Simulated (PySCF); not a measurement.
# Computed properties of C3HF3, SMILES C#CC(F)(F)F

3,3,3-trifluoroprop-1-yne (C3HF3), SMILES C#CC(F)(F)F. Geometry optimised at B3LYP-D3(BJ)/def2-SVP. One conformer was computed; it need not be the lowest. All values are computed for the isolated molecule unless a solvent is named; none is compared with measurement here.

**Structure.** The optimised structure has C3v symmetry. All 15 harmonic modes at B3LYP-D3(BJ)/def2-SVP (PySCF) are real, so it is a minimum. With heavy atoms numbered as in [CH:1]#[C:2][C:3]([F:4])([F:5])[F:6], the shortest bond between them is C1–C2 at 1.207 Å and the longest C2–C3 at 1.469 Å.

**Vibrations.** The strongest infrared lines (harmonic, unscaled, degenerate partners summed) lie at 1207 cm⁻¹ (658 km/mol, C 77 %, F 23 %), 1267 cm⁻¹ (439 km/mol, C 86 %, F 14 %), 2256 cm⁻¹ (59 km/mol, C 90 %, H 10 %). The softest mode is at 184 cm⁻¹ and the zero-point energy is 21.1 kcal/mol.

**Electronic structure.** ωB97X/def2-TZVP (PySCF) places the frontier levels at -11.72 and 1.94 eV, a gap of 13.66 eV, and gives a dipole moment of 2.34 D and a mean polarisability of 34.0 bohr³. PBE/def2-TZVP (PySCF) at the same geometry gives -7.91 and -1.38 eV, so its gap is 7.13 eV narrower. An orbital gap is neither the optical nor the fundamental gap.

**Excitations.** TDDFT-M06-2X/def2-SVPD (PySCF) has S1 at 5.86 eV (212 nm, f = 0.000, dark); the most intense of the 10 singlets computed lies at 10.17 eV (f = 1.12). Strengths of degenerate partners are summed. T1 (TDA) is at 5.43 eV. TDDFT-PBE/def2-SVPD (PySCF) puts S1 at 6.53 eV. No vertical singlet excitation falls in the visible range (under 3.1 eV).

**NMR.** GIAO shifts at KT2/pcSseg-1 (PySCF) (non-relativistic, atoms alike by connectivity averaged): ¹³C from 69.4 to 122.4 ppm against TMS; ¹H at 2.9 ppm against TMS; ¹⁹F at -89.3 ppm against CFCl3.

**Solvation.** SMD-ωB97X/6-31G* (PySCF) gives 1.8 kcal/mol in water, -1.9 kcal/mol in dichloromethane, -0.8 kcal/mol in cyclohexanone (1 M in both phases, gas-phase geometry); of these solvents dichloromethane holds the molecule best.
